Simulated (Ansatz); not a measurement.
Geometry optimisation, Ansatz, RKS PBE0-D4/def2-SVP.

input.yaml

```yaml
crystal:
  periodic: [false, false, false]
  atoms:
    - { symbol: B, position_ang: [-0.010015, 0.448454, -0.396711] }
    - { symbol: Cl, position_ang: [0.170284, -0.088063, 2.614709] }
    - { symbol: Cl, position_ang: [1.385817, -0.491817, -0.917941] }
    - { symbol: O, position_ang: [-1.269975, 0.017352, -0.512798] }
    - { symbol: H, position_ang: [-1.336177, -0.88988, -0.823404] }
    - { symbol: F, position_ang: [0.191085, 1.675755, 0.061454] }
    - { symbol: H, position_ang: [0.141782, 1.143399, 2.113891] }
basis:
  gaussian: { orbitals: def2-SVP }
hamiltonian:
  xc: pbe0
  dispersion: d4
relax:
  f_tol: 0.03
  max_steps: 50
```

Command:

```bash
$ ansatz run input.yaml --threads 2 --pin off --max-ram 3072MiB --backend cpu --events-out ev --progress --plain --runs-dir out
```

Problem. Where does it end, and by what steps?

Solution. The forces met the threshold. After 7 steps the energy has fallen by 0.044 eV; Cl2 moved furthest, 0.27 Å.

```tsv
step	energy less start (eV)	largest force component (eV/Å)	accepted
0	0.0000	1.098	yes
1	-0.0272	0.701	yes
2	-0.0320	0.641	yes
3	-0.0345	0.617	yes
4	-0.0263	0.678	no
5	-0.0408	0.271	yes
6	-0.0430	0.111	yes
7	-0.0437	0.012	yes
```

```xyz
7
Properties=species:S:1:pos:R:3
B -0.025 0.430 -0.460
Cl 0.179 0.016 2.868
Cl 1.374 -0.482 -1.020
O -1.282 -0.008 -0.578
H -1.350 -0.890 -0.958
F 0.177 1.626 0.079
H 0.200 1.123 2.209
```

Whether the end is a true minimum wasn't checked by a vibrational analysis.

Time of the run: 20 s on 2 threads of Arm Neoverse V1, with other jobs on the host, peak memory 0.18 GiB.
